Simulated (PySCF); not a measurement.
## A small calculation by hand: dipole moment from atomic charges

Ge(F)(Cl)(OH)2 (ClFGeH2O2), SMILES [Ge]([OH])([Cl])([OH])[F]. Atoms are numbered in the order given.

```xyz
7

O     -0.4353     1.7782     0.4027
Ge    -0.2003     0.0558     0.1492
O     -1.6852    -0.6244    -0.4738
F      0.2080    -0.6437     1.6823
Cl     1.3936    -0.4255    -1.1850
H      0.2756     2.1915     0.9131
H     -2.4658    -0.1790    -0.1128
```
Charge 0, spin multiplicity 1.

Geometry: B3LYP-D3(BJ)/def2-SVP. This is a generated structure with no PubChem entry under its InChIKey; it may be hypothetical. One conformer was computed; it need not be the lowest.

Charges (e) from PBE/def2-TZVP (PySCF):

```tsv
atom	Mulliken	IAO
O1	-0.477	-0.728
Ge2	0.862	1.447
O3	-0.471	-0.718
F4	-0.314	-0.493
Cl5	-0.245	-0.261
H6	0.322	0.376
H7	0.323	0.377
```

The dipole moment of the full density is 1.91 D.

**Question.** What dipole moment does each set of point charges give, and which comes closer to that of the density?

**Answer.** 
μ = Σ q r, and 1 e Å = 4.8032 D.
Mulliken: Σ q r = (-0.286, 0.448, 0.179) e Å, |μ| = 2.69 D.
IAO: Σ q r = (-0.055, 0.419, 0.044) e Å, |μ| = 2.04 D.
IAO comes closer in size. Point charges leave out the atoms' own dipoles (lone pairs, polarised bonds); fits to the potential absorb them, partitions of the density don't.
